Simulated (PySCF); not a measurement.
PySCF 2.14 output of an unrestricted TPSSh calculation on a single atom or ion in def2-QZVPPD with the def2 core potential (60 electrons) (7s5p4d4f2g, 88 functions), with scalar relativity through the core potential:

```
SCF conv_tol = 1e-09
number electrons alpha = 10  beta = 8
    V. N. Staroverov, G. E. Scuseria, J. Tao, and J. P. Perdew.,  J. Chem. Phys. 119, 12129 (2003)
cycle= 1 E= -119.209028230786  delta_E= -0.0128  |g|= 0.0277  |ddm|= 0.375
cycle= 2 E= -119.209033137966  delta_E= -4.91e-06  |g|= 0.0265  |ddm|= 0.0751
cycle= 3 E= -119.209276106888  delta_E= -0.000243  |g|= 0.00257  |ddm|= 0.0256
cycle= 4 E= -119.209278251225  delta_E= -2.14e-06  |g|= 3.49e-05  |ddm|= 0.00366
cycle= 5 E= -119.209278252324  delta_E= -1.1e-09  |g|= 1.41e-05  |ddm|= 9.82e-05
cycle= 6 E= -119.209278252413  delta_E= -8.95e-11  |g|= 9.58e-07  |ddm|= 1.95e-05
converged SCF energy = -119.209278252413  <S^2> = 2.003502  2S+1 = 3.0023337
```

The run itself started from symmetry-adapted Hartree-Fock orbitals and held the occupation by maximum overlap, on a logarithmic radial grid, so the iterations belong to that start.

**Question.** Which element, charge and spin multiplicity is this?

**Answer.** Pt (platinum, neutral), multiplicity 3; the state was [Xe] 4f14 5d8 6s2, high-spin 3F determinant (an excited configuration).

Energies and moments cover only the electrons outside the core potential. Spin-orbit coupling, absent here, splits the open shell strongly.
